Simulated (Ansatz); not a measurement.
`CC[SiH2]Br`, charge 0, multiplicity 1.

(1) Give a relaxed structure at PBE0-D4/def2-TZVP (Ansatz). (An estimate is asked.)

Answers

(1) Ansatz gave: 
Z-matrix (Å, degrees):
```
C
C 1 1.527
H 1 1.092 2 111.2
H 1 1.093 2 111.6 3 -119.9
H 1 1.093 2 111.6 3 119.9
Si 2 1.865 1 112.2 3 -180.0
H 2 1.095 1 110.9 3 -58.9
H 2 1.095 1 110.9 3 59.0
Br 6 2.229 2 110.1 1 -180.0
H 6 1.484 2 111.4 1 -61.1
H 6 1.484 2 111.4 1 61.2
```
Point group Cs.
This is one stationary point; other conformers may exist.
